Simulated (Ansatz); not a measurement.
`O=[CH][SnH2][GeH3]` + H₂O → `O=[CH][SnH2][OH]` + GeH₄ at 298.15 K and 1 bar (formal hydrolysis of the Sn–Ge bond).

Computed with Ansatz on PBE0-D4/def2-TZVP structures; ΔE is electronic, products minus reactants. CBS: MP2 limit from def2 TZ/QZ plus the TZ coupled-cluster correction, frozen cores. This one scheme is used for every species. def2 core potentials past Kr. For Ge, Sn outer-core shells are correlated without core-valence functions, which leaves a few kJ/mol of doubt a bond. Scalar relativity is left out up to krypton. Each species was taken in one conformer, which may not be the lowest.

```tsv
species	CCSD(T)/CBS energy (Eh)	H − E (kJ/mol)	S (J/(mol·K))
`O=[CH][SnH2][GeH3]`	-2406.92569	166.4	398.9
H₂O	-76.37941	66.4	188.7
`O=[CH][SnH2][OH]`	-404.79764	136.4	341.8
GeH₄	-2078.49493	88.5	217.3
```

H − E and S are ideal-gas, rigid-rotor, harmonic terms from PBE0-D4/def2-TZVP, for one conformer and one mirror image of each species. 1 Eh = 2625.50 kJ/mol, R = 8.31446 J/(mol·K).

Question: By hand: ΔE, ΔH, ΔS and ΔG.

Answer: ΔE = (-404.79764) + (-2078.49493) − (-2406.92569) − (-76.37941) = 0.01253 Eh = 32.9 kJ/mol. Δ(H − E) = 136.4 + 88.5 − 166.4 − 66.4 = -7.9, so ΔH = 25.0 kJ/mol. ΔS = 341.8 + 217.3 − 398.9 − 188.7 = -28.5 J/(mol·K). ΔG = 25.0 − 298.15 × (-28.5)/1000 = 33.5 kJ/mol.

Question: By hand: the equilibrium constant, and the temperature at which ΔG would vanish if ΔH and ΔS stayed fixed.

Answer: log₁₀ K = −ΔG/(RT ln 10) = -5.9. ΔH and −TΔS have one sign here, so there is no such temperature.

TΔS isn't small against ΔH here. A doubt of 5 kJ/mol in ΔE shifts log₁₀ K by 0.9 here. Other conformers and mirror images would add mixing entropy, several J/(mol·K) or more a flexible species. Modes under 60 cm⁻¹, often nearly free rotors, make the harmonic entropy too high. These are equilibria of isolated gas molecules and say nothing of rates. Largest T1 diagnostic: 0.016 (customary marks: 0.02 for closed shells, 0.045 for open ones).
